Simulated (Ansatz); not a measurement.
Born–Oppenheimer molecular dynamics of H₄OSSiTe (8 atoms, charge 0, multiplicity 1). It starts from a relaxed structure.

Level of theory: RHF/def2-SVP (Ansatz 0.2.0).

| Property | Result |
| --- | --- |
| ensemble | NVT, Nosé–Hoover chain |
| time step | 0.5 fs |
| steps asked | 260 |
| set temperature | 1000 K |
| thermostat | time constant 3 fs, chain length 1 |
| seed | 519044 |

Frames 5 fs apart, positions in Å.

Velocities at 70.0 fs (Å/ps):

```
O 8.06 -1.86 0.68
Si -2.61 -10.82 7.19
S -2.36 4.67 -4.05
Te 0.29 1.42 -0.44
H 15.18 -55.31 -50.52
H -32.95 -10.77 2.62
H 4.80 34.24 27.32
H -3.71 34.80 -5.34
```

```xyz
8
Properties=species:S:1:pos:R:3 time_fs=70.0 energy_less_start_eV=0.818 T=1206
O -0.742 1.334 -0.587
Si 0.214 0.231 0.271
S 2.200 0.587 -0.730
Te -1.426 -1.618 0.964
H -0.196 1.970 -1.017
H 0.590 0.675 1.648
H 2.820 1.285 0.217
H -1.635 -1.935 -0.650
8
Properties=species:S:1:pos:R:3 time_fs=75.0 energy_less_start_eV=0.962 T=816
O -0.699 1.317 -0.580
Si 0.201 0.189 0.306
S 2.188 0.607 -0.746
Te -1.424 -1.611 0.961
H -0.143 1.731 -1.259
H 0.443 0.641 1.664
H 2.750 1.355 0.278
H -1.692 -1.804 -0.656
8
Properties=species:S:1:pos:R:3 time_fs=80.0 energy_less_start_eV=1.061 T=1089
O -0.642 1.283 -0.572
Si 0.187 0.168 0.340
S 2.172 0.623 -0.757
Te -1.420 -1.604 0.956
H -0.221 1.450 -1.399
H 0.381 0.665 1.740
H 2.546 1.305 0.252
H -1.849 -1.742 -0.638
8
Properties=species:S:1:pos:R:3 time_fs=85.0 energy_less_start_eV=1.303 T=884
O -0.581 1.235 -0.565
Si 0.177 0.164 0.379
S 2.146 0.626 -0.769
Te -1.415 -1.597 0.948
H -0.353 1.192 -1.482
H 0.408 0.689 1.742
H 2.414 1.392 0.406
H -2.079 -1.720 -0.574
8
Properties=species:S:1:pos:R:3 time_fs=90.0 energy_less_start_eV=1.556 T=848
O -0.543 1.192 -0.568
Si 0.182 0.173 0.417
S 2.115 0.624 -0.763
Te -1.411 -1.591 0.940
H -0.514 0.992 -1.513
H 0.500 0.705 1.719
H 2.293 1.353 0.245
H -2.288 -1.696 -0.451
8
Properties=species:S:1:pos:R:3 time_fs=95.0 energy_less_start_eV=1.663 T=1216
O -0.540 1.157 -0.590
Si 0.210 0.192 0.456
S 2.074 0.601 -0.754
Te -1.405 -1.587 0.929
H -0.695 0.842 -1.444
H 0.631 0.743 1.793
H 2.298 1.591 0.248
H -2.486 -1.605 -0.318
8
Properties=species:S:1:pos:R:3 time_fs=100.0 energy_less_start_eV=1.455 T=1069
O -0.572 1.140 -0.610
Si 0.251 0.220 0.487
S 2.039 0.574 -0.733
Te -1.399 -1.585 0.921
H -0.860 0.725 -1.423
H 0.650 0.734 1.794
H 2.309 1.651 0.030
H -2.583 -1.429 -0.235
8
Properties=species:S:1:pos:R:3 time_fs=105.0 energy_less_start_eV=1.287 T=1018
O -0.622 1.136 -0.617
Si 0.287 0.251 0.497
S 2.020 0.542 -0.711
Te -1.395 -1.585 0.914
H -0.974 0.666 -1.368
H 0.584 0.761 1.829
H 2.329 1.714 -0.181
H -2.544 -1.198 -0.197
8
Properties=species:S:1:pos:R:3 time_fs=110.0 energy_less_start_eV=1.221 T=1073
O -0.684 1.136 -0.603
Si 0.308 0.291 0.490
S 2.014 0.500 -0.693
Te -1.390 -1.588 0.910
H -1.058 0.642 -1.290
H 0.485 0.859 1.873
H 2.323 1.823 -0.295
H -2.431 -0.914 -0.196
8
Properties=species:S:1:pos:R:3 time_fs=115.0 energy_less_start_eV=1.077 T=874
O -0.744 1.141 -0.567
Si 0.308 0.338 0.478
S 2.027 0.462 -0.676
Te -1.385 -1.590 0.905
H -1.146 0.610 -1.260
H 0.399 0.977 1.774
H 2.207 1.693 -0.444
H -2.282 -0.681 -0.157
8
Properties=species:S:1:pos:R:3 time_fs=120.0 energy_less_start_eV=0.939 T=903
O -0.793 1.150 -0.526
Si 0.285 0.381 0.464
S 2.050 0.415 -0.667
Te -1.379 -1.593 0.900
H -1.173 0.643 -1.221
H 0.386 1.151 1.711
H 2.113 1.827 -0.504
H -2.198 -0.583 -0.061
8
Properties=species:S:1:pos:R:3 time_fs=125.0 energy_less_start_eV=0.749 T=1129
O -0.844 1.171 -0.483
Si 0.245 0.424 0.450
S 2.082 0.373 -0.656
Te -1.370 -1.595 0.896
H -1.178 0.716 -1.229
H 0.428 1.317 1.638
H 2.011 1.660 -0.610
H -2.288 -0.544 0.032
```

Of the whole run (130 fs, mean temperature of the second half 1009 K): The conserved energy stayed within 0.49 meV per atom of its start (net change 0.14 meV per atom), so the integration is sound. A run of 0.13 ps of so small a system gives no equilibrium averages.

The run took 32 min on 1 thread of AMD EPYC (Zen 3) (shared host), peak memory 0.22 GiB.
